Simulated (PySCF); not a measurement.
# Simulated characterisation data

[PySCF: B3LYP/pcJ-1 coupling constants (spin–dipole term left out of most H,H and C,H couplings); geometry: GFN2-xTB; NMR shieldings at PBE0/pcSseg-1/GIAO; one computed conformer; averaged over atoms made equivalent by symmetry, fast rotation or ring inversion; no solvent model; non-relativistic Hamiltonian]

Scale: 1H (σref 31.72) and 13C (σref 186.93) against TMS (reference shieldings calculated alike). Multiplet labels drop J under 1 Hz and among equivalent protons, and merge close values. Unscaled 3J(H,H) run several per cent high. Where no couplings were computed, multiplicities follow the n + 1 count of equivalent neighbours, and m marks all less simple cases (inequivalent or close neighbours, rings, F or P nearby). One-bond C–F couplings are unscaled and too large by tens of Hz. Shifts are as computed. Against solution values, carbons near 30 ppm lie about +3 ppm off and those near 130 ppm about +5 ppm. Of 1211 compounds with measured shifts, 218 miss one by over three times the rms of a fit or turn the order of signals round; such compounds aren't used in these exercises.

Compound 1 (C₅H₈O₃). 1H NMR (600 MHz, computed): δ 6.06 (m, 1H), 5.56 (m, 1H), 5.50 (m, 1H), 4.90 (d, 2H), 4.01 (s, 3H). 13C{1H} NMR (computed): δ 163.4 (C), 142.2 (CH), 118.9 (CH2), 70.5 (CH2), 56.1 (CH3). Structure: allyl methyl carbonate.

Compound 2 (C₆H₅F). 1H NMR (600 MHz, computed): δ 7.66 (ddd, J = 9.5, 8.5, 5.1 Hz, 2H), 7.39 (t, J = 8.5 Hz, 1H), 7.37 (dd, J = 9.5, 9.1 Hz, 2H). 13C{1H} NMR (computed): δ 173.1 (C, d, J = 311.2 Hz), 135.7 (CH, d, J = 5.1 Hz), 128.9 (CH), 121.4 (CH, d, J = 17.5 Hz). Structure: fluorobenzene.
